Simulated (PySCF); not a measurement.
## Spinor energies of Br⁺ (bromine, charge +1)

Start: [Ar] 3d10 4s1 4p4 4d1; 4s1/2 filled at m_j = +1/2; 4p1/2 filled at m_j = +1/2; 4p3/2 filled at m_j = -1/2, +1/2, +3/2; 4d5/2 filled at m_j = +5/2. Calculated with PySCF 2.14 in x2c-SVPall-2c with one added diffuse shell each of s, p, d type (6s7p4d, 47 functions): generalised Hartree-Fock with the X2C-1e Hamiltonian and a Gaussian nucleus; one run each with spin-orbit coupling (SO) switched off, then screened by Boettger's factors. This is a chosen level, not necessarily the ground level.

```
spinor shell  electrons  ε, spin-free (eV)  ε, screened SO (eV)  weight of nominal j (screened SO)  rms radius, screened SO (bohr)
       1s1/2          2           -13569.5             -13569.2                              1.000                          0.0493
       2s1/2          2            -1841.4              -1841.3                              1.000                           0.205
       2p1/2          2            -1621.4              -1654.1                              1.000                           0.180
       2p3/2          4            -1621.4              -1605.6                              1.000                           0.184
       3s1/2          2            -293.63              -293.57                              1.000                           0.589
       3p1/2          2            -221.84              -226.93                              0.995                           0.600
       3d3/2          4            -102.41              -103.12                              0.916                           0.649
       3d5/2          6            -102.41              -101.85                              0.944                           0.649
       4s1/2          1            -45.454              -45.405                              1.000                            1.73
       4p3/2          3            -26.098              -27.900                              0.637                            2.03
       4p1/2          1            -26.098              -20.853                              0.631                            2.14
       4d5/2          1             -8.398               -8.380                              1.000                            3.27
```

**Question.** Where does 3p3/2 lie, and what is the 3p spin-orbit splitting (screened SO)?

**Answer.** At -219.32 eV, 7.611 eV above 3p1/2.

```tsv
quantity	spin-free	screened SO
E (hartree)	-2602.60534	-2602.72931
M_J	5	5
⟨J²⟩	30.008	30.009
⟨L²⟩	12.004	12.036
⟨S²⟩	6.004	5.991
```

Each row is a mean over spinors that exchange with the open shell spreads, by up to 1.518 eV (3s1/2).

Rows whose weight is well below 1 are mixtures of j = l ± 1/2: exchange outweighs spin-orbit coupling there, and the label is only the starting occupation.

Without spin-orbit coupling the j labels of p, d and f shells carry no meaning; the spin-free column gives the mean over the occupied spinors of each nl shell.
